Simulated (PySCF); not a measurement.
Electron correlation in Se²⁺ (selenium, charge +2)

[Ar] 3d10 4s2 4p2, high-spin 3P determinant. Calculation: PySCF 2.14, in cc-pVDZ-PP with ECP10MDF (4s3p2d, 23 functions); a scalar-relativistic core potential. Frozen: 3s2 3p6 3d10; 4 electrons correlated.

MP2 pair energies summed by pair of shells (mhartree):

```json
{"pair": "4s-4p", "energy": "-26.45", "share (%)": "61.0"}
{"pair": "4s-4s", "energy": "-12.54", "share (%)": "28.9"}
{"pair": "4p-4p", "energy": "-4.36", "share (%)": "10.1"}
```

Total MP2 correlation energy: -43.36 mhartree.

Same-spin part -6.91 and opposite-spin part -36.45 mhartree; SCS-MP2 scales them by 1/3 and 6/5 to -46.04 mhartree.

| level | correlation energy (mhartree) |
| --- | --- |
| CCSD | -59.93 |
| (T) | -0.54 |
| CCSD(T) | -60.47 |

Diagnostics: T1 = 0.0058, D1 = 0.0160, largest double amplitude 0.095.

Is a single reference adequate?

Mostly. T1 lies below 0.03, but a double amplitude of this size points to a near-degeneracy that CCSD handles and MP2 describes poorly.
